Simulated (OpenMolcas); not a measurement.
**Tm2+: moving or changing the point charges**

Tm2+ among 8 point charges of -0.5 e arranged as a cube (Oh), 2.41 Å from the ion.
```
   1.3914    1.3914    1.3914  -0.50
   1.3914    1.3914   -1.3914  -0.50
   1.3914   -1.3914    1.3914  -0.50
   1.3914   -1.3914   -1.3914  -0.50
  -1.3914    1.3914    1.3914  -0.50
  -1.3914    1.3914   -1.3914  -0.50
  -1.3914   -1.3914    1.3914  -0.50
  -1.3914   -1.3914   -1.3914  -0.50
```

```
Program             : OpenMolcas 26.06
Method              : CASSCF
Basis               : ANO-RCC-VDZP [7s6p4d2f1g]
Scalar Hamiltonian  : DKH2, point nucleus
Active space        : 13 electrons in 7 orbitals (4f)
State averaging     : 2S+1 = 2 odd, 7 roots
Spin-orbit coupling : RASSI with atomic mean-field integrals over the reference wave functions
```

Runs around this geometry, states (labels of O, the rotations of Oh). Energies in cm-1 above the lowest state or level, χT in cm3 K/mol.

```json
{"R (Å)": "2.41", "Ground state": "2A2", "First state of that spin": "2T2 137.6", "First gap with spin-orbit (degeneracies)": "100.2 (2, 4)", "Width of lowest J": "133", "χT at 300 K": "2.559"}
{"R (Å)": "2.53", "Ground state": "2A2", "First state of that spin": "2T2 106.0", "First gap with spin-orbit (degeneracies)": "78.0 (2, 4)", "Width of lowest J": "104", "χT at 300 K": "2.566"}
{"R (Å)": "2.75", "Ground state": "2A2", "First state of that spin": "2T2 67.7", "First gap with spin-orbit (degeneracies)": "50.6 (2, 4)", "Width of lowest J": "69", "χT at 300 K": "2.572"}
```

Taking the width of the lowest J multiplet as R^-n, n = -ln(69 / 133) / ln(2.75 / 2.41) = 5.0 between the shortest and longest distance.

This is an electrostatic model: the charges have no orbitals. No measured value stands beside these numbers.
